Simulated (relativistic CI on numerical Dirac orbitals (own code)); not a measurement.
How well does a small relativistic CI reproduce K⁺?

Computed by Dirac-Coulomb-Breit CI, KLI orbitals optimised for each configuration, model QED, valence Slater integrals scaled by 0.85, P86 correlation energy added to each configuration (own radial code, finite nucleus).

Configuration list (outside the closed core [Ne]): 3s²3p⁶, 3s²3p⁵4s, 3s²3p⁵3d, 3s²3p⁵4p, 3s3p⁶3d, 3s²3p⁵5s, 3s²3p⁵4d, 3s²3p⁵5p, 3s²3p⁵4f, 3s²3p⁵5d, 3s²3p⁵5f, 3s²3p⁵5g. Double excitations out of closed p, d and f shells are left out; levels of such configurations are missing from the list, as are those of other unlisted configurations, and high levels can miss mixing partners.

```csv
Configuration,Term (tabulated),J,Measured (cm⁻¹),Computed,Error,Purity (%)
3s²3p⁶,1S,0,0.0,0,0,100
3s²3p⁵4s,3P°,2,162507.0,163473,966,83
3s²3p⁵3d,3P°,0,163436.3,164399,963,69
3s²3p⁵3d,3P°,2,164932.3,166700,1767,82
3s²3p⁵4s,3P°,0,165149.5,166972,1822,69
3s²3p⁵4s,1P°,1,166461.5,167840,1378,71
```

Measured levels from NIST Handbook of Basic Atomic Spectroscopic Data (Sansonetti and Martin, J. Phys. Chem. Ref. Data 34, 1559 (2005)); pairs were made by configuration, J and term (by order where the table uses no LS term), so strongly mixed levels may be paired wrongly.

Mean error by configuration (cm⁻¹): 3s²3p⁵4s 1389; 3s²3p⁵3d 1365. Over the excited levels the mean absolute error is 1379 cm⁻¹ (5 of the 7 excited levels that our extract of the source holds in range could be paired, and the others can miss by more), and the median relative error of those above 1,000 cm⁻¹ is 0.83 %.
